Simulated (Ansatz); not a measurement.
Input for Ansatz (an electronic-structure program): R-CCSD(T)/aug-cc-pV(D+d)Z on C2H7ClO (a complex), monomers drawn apart or pushed together. Files ending in .json are basis or fitting sets from the Basis Set Exchange.

Ansatz 0.2 input:
```yaml
crystal:
  periodic: [false, false, false]
  atoms:
    - {symbol: Cl, position_ang: [-0.17401669, -0.02806795, 0.46864118]}
    - {symbol: H, position_ang: [-0.20298857, 0.22866111, 1.76144123]}
    - {symbol: C, position_ang: [-1.08692042, -0.54192083, 4.29160341]}
    - {symbol: O, position_ang: [-0.17064978, 0.38720970, 3.73033660]}
    - {symbol: C, position_ang: [1.15937722, 0.20686461, 4.19546006]}
    - {symbol: H, position_ang: [-1.13539065, -0.42322147, 5.37846225]}
    - {symbol: H, position_ang: [-0.79789975, -1.57119714, 4.05360576]}
    - {symbol: H, position_ang: [-2.06269126, -0.33139709, 3.85925509]}
    - {symbol: H, position_ang: [1.21039738, 0.35814525, 5.27815044]}
    - {symbol: H, position_ang: [1.77763390, 0.94919663, 3.69538324]}
    - {symbol: H, position_ang: [1.52748670, -0.79591458, 3.95355686]}
basis:
  gaussian:
    orbitals: aug-cc-pV_D+d_Z.json
magnetization: {spin_polarized: false}
correlation: {method: ccsd_t, electrons: outside_noble_gas}
scf: {lower_state_search: off}
```

Problem. What total energy does the run end on?

Solution. -614.9358 hartree (reference determinant -614.1874, T1 diagnostic 0.010).

Problem. How many basis functions does it have, and what does it roughly cost on one machine?

Solution. 164 functions; roughly 80 core-seconds.
